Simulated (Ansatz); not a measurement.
Geometry optimisation, Ansatz 0.2.0, RKS PBE0/def2-SVP.

Input file:

```yaml
crystal:
  periodic: [false, false, false]
  atoms:
    - { symbol: "N", position_ang: [-1.372, -1.3609, 1.0284] }
    - { symbol: Si, position_ang: [-0.0199, -1.105, 0.0915] }
    - { symbol: O, position_ang: [0.9368, -2.263, 0.7187] }
    - { symbol: C, position_ang: [0.7377, 0.6298, 0.2511] }
    - { symbol: C, position_ang: [-0.11, 1.699, -0.4933] }
    - { symbol: O, position_ang: [0.2101, 1.6854, -1.8626] }
    - { symbol: H, position_ang: [-1.106, -1.4032, 1.9924] }
    - { symbol: H, position_ang: [-1.7659, -2.2108, 0.7729] }
    - { symbol: H, position_ang: [-0.3325, -1.4702, -1.2501] }
    - { symbol: H, position_ang: [1.7897, -2.4326, 0.2622] }
    - { symbol: H, position_ang: [0.6824, 0.8687, 1.343] }
    - { symbol: H, position_ang: [1.7198, 0.6226, -0.0847] }
    - { symbol: H, position_ang: [-1.2451, 1.6332, -0.3719] }
    - { symbol: H, position_ang: [0.1638, 2.7007, -0.0806] }
    - { symbol: H, position_ang: [-0.3108, 2.3557, -2.2876] }
basis:
  gaussian: { orbitals: def2-SVP }
hamiltonian:
  xc: pbe0
relax:
  f_tol: 0.015
  max_steps: 40
```

Command:

```bash
$ ansatz run input.yaml --threads 2 --pin off --max-ram 3072MiB --backend cpu --events-out ev --progress --plain --runs-dir out
```

Question: Where does it end, and by what steps?

Answer: It converged. After 14 steps the energy has fallen by 0.733 eV; H7 moved furthest, 0.77 Å.

```tsv
step	energy less start (eV)	largest force component (eV/Å)	accepted
0	0.0000	4.091	yes
1	-0.5768	1.061	yes
2	-0.6836	0.449	yes
3	-0.6952	0.498	yes
4	-0.7128	0.221	yes
5	-0.7180	0.154	yes
6	-0.7244	0.066	yes
7	-0.7267	0.234	yes
8	-0.7296	0.124	yes
9	-0.7313	0.032	yes
10	-0.7325	0.040	yes
11	-0.7329	0.047	yes
12	-0.7331	0.030	yes
13	-0.7330	0.042	no
14	-0.7332	0.006	yes
```

```xyz
15
Properties=species:S:1:pos:R:3
N -1.447 -1.197 0.691
Si 0.140 -1.161 0.019
O 1.146 -2.226 0.841
C 0.820 0.583 0.235
C -0.072 1.672 -0.330
O -0.238 1.427 -1.706
H -1.578 -0.901 1.653
H -2.048 -1.987 0.485
H 0.038 -1.601 -1.402
H 2.013 -2.381 0.456
H 0.983 0.749 1.314
H 1.816 0.641 -0.237
H -1.045 1.651 0.200
H 0.377 2.671 -0.152
H -0.928 2.008 -2.038
```

Whether the end is a true minimum wasn't checked by a vibrational analysis.

Run time: 66 s on 2 threads of Arm Neoverse V2, on a shared host, peak memory 0.34 GiB.
